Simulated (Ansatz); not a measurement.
Reaction R1 → 2 P1, each structure at its B3LYP-D3(BJ)/def2-TZVP stationary point, reached from a drawn start (curvature not checked).
R1, N2 (SMILES N#N) (charge 0, multiplicity 1):
```xyz
2

N      0.00000     0.00000    -0.54545
N      0.00000     0.00000     0.54545
```
P1: N atom, charge 0, multiplicity 4.

P less R. No zero-point or thermal terms; singlets are restricted closed shells; open shells are unrestricted.

Correlated levels freeze the cores.

Run with Ansatz (a first-principles code) with Gaussian orbitals. Each number belongs to the level named beside it.

Total energies in hartree:

```tsv
structure	PBE/def2-TZVPP	CCSD(T)/cc-pVQZ
R1	-109.451605	-109.404154
P1	-54.532142	-54.524824
```

### Question
Work out the reaction energy at each level in kcal/mol (1 hartree = 627.50947 kcal/mol), and say how far PBE/def2-TZVPP lies from CCSD(T)/cc-pVQZ.

### Answer
- PBE/def2-TZVPP: 2 × (-54.532142) − (-109.451605) = 0.387321 hartree = 243.05 kcal/mol
- CCSD(T)/cc-pVQZ: 2 × (-54.524824) − (-109.404154) = 0.354506 hartree = 222.46 kcal/mol
PBE/def2-TZVPP less CCSD(T)/cc-pVQZ: 20.59 kcal/mol. CCSD(T)/cc-pVQZ is the level counted from, the highest shown, and no exact or measured value.
